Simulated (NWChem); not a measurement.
MgO; SMILES [O]=[Mg]

```xyz
2

Mg     0.0000     0.0000    -0.7071
O      0.0000     0.0000     1.0356
```
Atoms are numbered in this order, from 1.

Geometry: optimised at B3LYP/6-31G* (spherical d).

### Question
List the 4 lowest vertical singlet excitations from Hartree-Fock/6-31+G* (spherical d), CIS (NWChem).

### Answer
```tsv
state	energy (eV)	oscillator strength	leading excitation (squared amplitude)
S1	0.74	0.003	HOMO−1 → LUMO (0.60)
S2	0.74	0.003	HOMO−2 → LUMO (0.60)
S3	2.89	0.274	HOMO → LUMO (0.75)
S4	5.15	0.192	HOMO → LUMO+1 (0.51)
```
